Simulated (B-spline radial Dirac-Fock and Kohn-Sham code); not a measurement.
Auger parameter of calcium: the L3 level and its strongest L3-MM line

Method: Dirac-Fock energy differences between relaxed states, corrected for Breit and QED terms. Computed with an atomic code on a B-spline grid. The modified Auger parameter α′ is the binding energy plus the kinetic energy of the Auger electron; it does not depend on the energy zero. For free ions it tends to fall with charge, since less charge screens the final holes.

| species | configuration | binding 2p3/2 (eV) | Auger line | kinetic (eV) | α′ (eV) |
| --- | --- | --- | --- | --- | --- |
| Ca | [Ar] 4s2 | 357.1 | M2M3 J=2 | 273.8 | 630.9 |
| Ca | [Ar] 3d2 | 348.6 | M2M3 J=2 | 280.5 | 629.1 |
| Ca⁺ | [Ar] 4s1 | 364.8 | M2M3 J=2 | 265.2 | 630.0 |
| Ca⁺ (Watson 2.4 Å) | [Ar] 4s1 | 359.1 | M2M3 J=2 | 271.2 | 630.2 |
| Ca²⁺ | [Ne] 3s2 3p6 | 374.0 | M2M3 J=2 | 255.8 | 629.8 |
| Ca²⁺ (Watson 1.8 Å) | [Ne] 3s2 3p6 | 358.1 | M2M3 J=2 | 271.8 | 629.8 |
